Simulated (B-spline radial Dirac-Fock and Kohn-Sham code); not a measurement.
**Binding energies of Ru¹³⁺**

System: the Ru¹³⁺ ion in the configuration [Ar] 3d10 4s2 4p1; nuclear rms radius 4.4809 fm (A = 102).

The computed values come from a radial finite-basis atomic code: ΔSCF Dirac-Fock with Breit, self-energy and vacuum polarisation, finite nucleus, configuration average. Correlation and solid-state effects are left out. Energies are counted from the vacuum level.

All terms are in eV, carry their sign (relaxation lowers the binding energy) and add up to the binding energy; ⟨r⟩ is the mean radius of the orbital in the initial state.

```
subshell  −ε (Koopmans)  relaxation   Breit     QED  binding energy  ⟨r⟩ (bohr)
      1s        22541.7      -48.98  -42.16  -21.11               ?       0.033
      2s         3564.4      -21.06   -3.71   -2.50          3537.2       0.145
   2p1/2         3305.5      -23.97   -6.30    0.24          3275.5       0.124
   2p3/2         3173.6      -23.17   -4.19   -0.03          3146.3       0.128
      3s          886.8       -4.08   -0.55   -0.47           881.7       0.397
   3p1/2          784.2       -4.44   -0.95    0.05           778.9       0.391
   3p3/2          760.7       -4.19   -0.57    0.00           756.0       0.401
   3d3/2          582.9       -5.11   -0.28    0.05           577.6       0.375
   3d5/2          578.4       -5.00   -0.13    0.04           573.3       0.378
      4s          325.7       -0.29   -0.13   -0.10           325.2       0.911
      4p          292.6       -0.24   -0.15    0.01           292.2       0.959
```

Task: Which binding energy belongs in the row of 1s?

Result: 22429.5 eV, the sum of the terms in that row (to rounding).

For the deepest level, K (1s), the Breit terms make up -0.188 % of the binding energy, QED -0.094 % and orbital relaxation -0.218 %.

Going to the tabulated ground configuration of the next ion removes an electron from N2,3 (4p), computed at 292.2 eV. NIST lists 295.9 ± 0.09 eV as the ionisation energy of this species (semi-empirical), +3.69 eV from the computed value. Where a p, d or f shell is open in either ion the computed value averages over both j values and all terms, while the table refers to the lowest levels; that difference holds spin-orbit splitting (largest in heavy or highly charged ions), term energies where several electrons share open shells, and correlation, and it can reach 10 % or more.
